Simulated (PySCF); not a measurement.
A PySCF script (with the pyscf-properties extension) for the NMR shieldings of `[CH2](CC)[Al@H-]1[Cl+][Al@H-]([F])[Cl+]1`, C3H9Al2Cl2F, on a GFN2-xTB geometry:

```python
import basis_set_exchange as bse
import numpy as np
from pyscf import gto, dft
from pyscf.prop import nmr

atoms = """
C    -2.056664    0.807004    0.626582
C    -2.034976   -0.174862   -0.533195
C    -0.752967   -1.023727   -0.483359
Al    0.685473    0.344827   -0.560313
Cl    1.727287    0.666084    1.373958
Al    3.512152   -0.288497    0.562321
F     4.862163    0.652709    0.624956
Cl    2.589444   -0.389507   -1.412393
H    -1.156408    1.432978    0.581934
H    -2.055251    0.277603    1.577131
H    -2.929333    1.454373    0.588204
H    -2.058118    0.385789   -1.472425
H    -2.929929   -0.802866   -0.503996
H    -0.768907   -1.730326   -1.325052
H    -0.792833   -1.654864    0.416651
H     0.584079    1.752617   -1.185371
H     3.567790   -1.697305    1.114460
"""
names = dict.fromkeys(["C", "Al", "Cl", "F", "H"], "pcSseg-1")
basis = {el: gto.basis.parse(bse.get_basis(n, elements=[el], fmt="nwchem")) for el, n in names.items()}
mol = gto.M(atom=atoms, basis=basis, charge=0, verbose=0)
mf = dft.RKS(mol, xc="PBE0")
mf.grids.level = 2
mf.grids.alignment = dft.numint.BLKSIZE   # the property module wants whole blocks of grid points
mf.conv_tol = 1e-9
mf.kernel()

calc = nmr.RKS(mf)   # GIAO
C = mf.mo_coeff
Co = C[:, mf.mo_occ > 0]
resp = mf.gen_response(singlet=True, hermi=2)
def vind(x):   # induced exchange potential for any number of trial vectors
    d = np.einsum("pi,xij,qj->xpq", C, 2 * x.reshape(-1, C.shape[1], Co.shape[1]), Co, optimize=True)
    return np.einsum("xpq,pi,qj->xij", resp(d - d.transpose(0, 2, 1)), C, Co, optimize=True).ravel()
mo1, _ = nmr.rhf.solve_mo1(calc, with_cphf=vind)
sigma = calc.kernel(mo1)
for i, s in enumerate(sigma):   # ppm
    print("%2d %-2s %9.2f" % (i, mol.atom_pure_symbol(i), np.trace(s) / 3))
```

**Question.** Give the expected output.

**Answer.** 
```
 0 C     162.61
 1 C     164.80
 2 C     168.16
 3 Al    412.94
 4 Cl    884.86
 5 Al    464.35
 6 F     340.55
 7 Cl    885.05
 8 H      31.14
 9 H      30.59
10 H      30.13
11 H      30.19
12 H      29.76
13 H      30.68
14 H      30.86
15 H      27.09
16 H      27.65
```

These numbers come from an equivalent density-fitted implementation of the same equations, which agrees with the script to about 0.01 ppm for H and up to a few tenths of a ppm for heavy atoms, so last digits may differ.

Size and cost of the density-fitted run: 209 basis functions, 79 s wall time on 1 thread of an Arm Neoverse V1, shared host; peak memory 0.93 GiB.
